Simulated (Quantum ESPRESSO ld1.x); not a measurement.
Species: In XLVII. Configuration: [He] 2s1. Calculated with ld1.x of Quantum ESPRESSO 7.5: scalar-relativistic Kohn-Sham, LDA (Slater exchange, VWN5 correlation), spin-polarised, spherical densities, point nucleus; open shells are filled with parallel spins first.

Unscreened Slater integrals over Kohn-Sham orbitals (cm^-1). They are taken over the spin-up orbitals. Empty in this configuration: 2p.

\begin{tabular}{lr}
integral & value \\ \hline
F0(2s,2s) & 1647900 \\
F0(2s,1s) & 2313500 \\
G0(2s,1s) & 240330 \\
F0(2s,2p) & 1756500 \\
G1(2s,2p) & 978630 \\
F0(1s,1s) & 6995900 \\
F0(1s,2p) & 2602800 \\
G1(1s,2p) & 526380 \\
F0(2p,2p) & 1932800 \\
F2(2p,2p) & 927630 \\
\end{tabular}
